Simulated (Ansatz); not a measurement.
A run on C$_{2}$H$_{5}$BFN (`BC(=N)CF`) with other settings.

```yaml
crystal:
  periodic: [false, false, false]
  atoms:
    - {symbol: B, position_ang: [-0.336126, 0.176941, 1.514383]}
    - {symbol: C, position_ang: [0.377221, -0.074709, 0.196026]}
    - {symbol: N, position_ang: [1.593463, -0.488173, 0.264996]}
    - {symbol: C, position_ang: [-0.313592, 0.063575, -1.102406]}
    - {symbol: F, position_ang: [-1.385994, 1.013322, -0.973586]}
    - {symbol: H, position_ang: [-1.391211, -0.462718, 1.759230]}
    - {symbol: H, position_ang: [0.079795, 0.893726, 2.354779]}
    - {symbol: H, position_ang: [2.018381, -0.758229, -0.585934]}
    - {symbol: H, position_ang: [-0.766671, -0.954725, -1.368183]}
    - {symbol: H, position_ang: [0.287278, 0.404557, -1.956574]}
basis:
  gaussian: {orbitals: cc-pVDZ}
hamiltonian: {xc: {name: PBE0}, dispersion: d4}
scf: {lower_state_search: light}
output: {forces: true}
```

```sh
$ ansatz run in.yaml --threads 2 --pin off --events-out ev --progress --plain --max-ram 4352MiB
```

It prints (some lines left out):

```
Functional definition: PBE0
874 factors; integrals over basis functions are off by at most 1.1e-3 eV
mean field evaluation 1: about -7025.1772 eV, gradient 4.0e1 eV
mean field evaluation 2: about -7022.5319 eV, gradient 5.2e1 eV
mean field evaluation 4: about -7028.7984 eV, gradient 2.5e0 eV
mean field evaluation 8: about -7029.0659 eV, gradient 3.8e-1 eV
mean field evaluation 16: about -7029.0662 eV, gradient 8.4e-5 eV
mean field -7029.06615781 eV, -258.3134168272 hartree, gradient 8.4e-5 eV, S^2 0.000000; 0 other end points of the search recorded, 0 dependent functions left out
reference -7029.06618241 eV, -258.3134177312 hartree; 19, 19 occupied and 76, 76 virtual orbitals, 874 factors
Total energy: -7029.20459118 eV, -258.3185041600 hartree
Atom 0 at    -0.336126     0.176941     1.514383 Å, force    -1.828198    -0.801060     0.969345 eV/Å
Atom 1 at     0.377221    -0.074709     0.196026 Å, force     1.993491    -0.034581    -1.449453 eV/Å
Atom 2 at     1.593463    -0.488173     0.264996 Å, force    -0.894964     0.464434     2.581874 eV/Å
Atom 3 at    -0.313592     0.063575    -1.102406 Å, force    -2.407788    -0.215572    -0.657172 eV/Å
Atom 4 at    -1.385994     1.013322    -0.973586 Å, force     0.955039    -1.046935    -0.023731 eV/Å
Atom 5 at    -1.391211    -0.462718     1.759230 Å, force     0.842767     0.508089    -0.251151 eV/Å
Atom 6 at     0.079795     0.893726     2.354779 Å, force     0.313371     0.380562     0.308700 eV/Å
Atom 7 at     2.018381    -0.758229    -0.585934 Å, force     0.430599    -0.372586    -1.834980 eV/Å
Atom 8 at    -0.766671    -0.954725    -1.368183 Å, force     0.270943     1.130976     0.172274 eV/Å
Atom 9 at     0.287278     0.404557    -1.956574 Å, force     0.324738    -0.013328     0.184294 eV/Å
Dipole moment:     0.083034    -0.196914    -0.385164 e Å
```

Run time 2 s (2 threads of an Arm Neoverse V1 on a shared host); peak host memory 0.43 GiB.
